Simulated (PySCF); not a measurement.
Isomers of C5H8Cl2Si, mass 165.977 u with the commonest isotopes. Computed with wB97X-D/def2-SVPD in PySCF (dipole) on a GFN2-xTB geometry, gas phase. One conformer each, none proved a minimum here; rigid rotors.

Task: Order these by rotational constant A, smallest first.
A. `[CH3:1][C@@H:2]1[SiH2:3][C@H:4]([Cl:5])[CH:6]=[C:7]1[Cl:8]` with C1–C2–Si3–C4 -107°, C2–Si3–C4–Cl5 103°, Si3–C4–C6–C7 10°, C1–C2–C7–C6 112°
B. `C[C@@H]1[SiH2][C@@H](Cl)C=C1Cl`
C. `[Cl:1][CH:2]([Cl:3])[CH:4]=[C:5]1[CH2:6][SiH2:7][CH2:8]1` with Cl1–C2–C4–C5 119°
D. `[CH3:1][SiH2:2][C@@H:3]1[C:4]([Cl:5])=[CH:6][C@H:7]1[Cl:8]` with C1–Si2–C3–C4 -75°

Result: D (1423 MHz), A (1761 MHz), B (1809 MHz), C (2370 MHz).

Task: Order these by out-of-plane moment Σ m c² = (Ia + Ib − Ic)/2, smallest first.
A. `[Cl:1][CH:2]([Cl:3])[CH:4]=[C:5]1[CH2:6][SiH2:7][CH2:8]1` with Cl1–C2–C4–C5 119°
B. `C1[C@@H]([SiH2][C@@H](C)C=1Cl)Cl`
C. `[CH3:1][SiH2:2][C@@H:3]1[C:4]([Cl:5])=[CH:6][C@H:7]1[Cl:8]` with C1–Si2–C3–C4 -75°
D. `[CH3:1][C@@H:2]1[SiH2:3][C@H:4]([Cl:5])[CH:6]=[C:7]1[Cl:8]` with C1–C2–Si3–C4 -107°, C2–Si3–C4–Cl5 103°, Si3–C4–C6–C7 10°, C1–C2–C7–C6 112°

Result: B (29.23 u·Å²), C (40.76 u·Å²), A (59.79 u·Å²), D (83.26 u·Å²).

Task: Order these by dipole moment, largest first.
A. `[Cl:1][CH:2]([Cl:3])[CH:4]=[C:5]1[CH2:6][SiH2:7][CH2:8]1` with Cl1–C2–C4–C5 119°
B. `[CH3:1][SiH2:2][C@@H:3]1[C:4]([Cl:5])=[CH:6][C@H:7]1[Cl:8]` with C1–Si2–C3–C4 -75°
C. `[CH3:1][C@@H:2]1[SiH2:3][C@H:4]([Cl:5])[CH:6]=[C:7]1[Cl:8]` with C1–C2–Si3–C4 -107°, C2–Si3–C4–Cl5 103°, Si3–C4–C6–C7 10°, C1–C2–C7–C6 112°
D. `[C@H]1([SiH2][C@@H](Cl)C=C1Cl)C`

Result: A (3.41 D), D (2.30 D), C (2.07 D), B (1.70 D).

```
                        SMILES  point group  Ia (u·Å²)  Ib (u·Å²)  Ic (u·Å²)      κ  μa (D)  μb (D)  μc (D)
          ClC(Cl)C=C1C[SiH2]C1            –     213.22     959.37    1053.00  -0.95    3.40    0.00    0.31
 C[SiH2][C@@H]1C(Cl)=C[C@H]1Cl           C1     355.22     610.72     884.43  -0.40    1.45    0.59    0.67
C[C@@H]1[SiH2][C@@H](Cl)C=C1Cl           C1     279.37     610.18     831.09  -0.63    0.61    2.05    0.84
 C[C@@H]1[SiH2][C@H](Cl)C=C1Cl           C1     286.91     611.79     732.19  -0.75    0.11    1.66    1.22
```
